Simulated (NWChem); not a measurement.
GeHF, singlet; SMILES [GeH][F]

```xyz
3

Ge     0.0130     0.3552     0.0000
H     -1.5944     0.4751     0.0000
F      0.0350    -1.4013     0.0000
```
Atoms are numbered in this order, from 1.

Results from NWChem. Pople sets run with spherical d functions. Low-valent species are run as closed-shell singlets; no triplet was tried in these runs. Coordinates come from a PBE0/def2-SVP optimisation. Vzz is the largest principal value of the second derivative of the potential at the nucleus (NWChem prints the opposite sign); η is the asymmetry. Non-relativistic.

For level PBE/def2-TZVP:

```yaml
Vzz Ge1 (a.u.): 4.129
```

Problem. How do the values read with level PBE0/6-31G* instead?

Solution. 
| Property | Value |
|---|---|
| Vzz Ge1 (a.u.) | 3.439 |
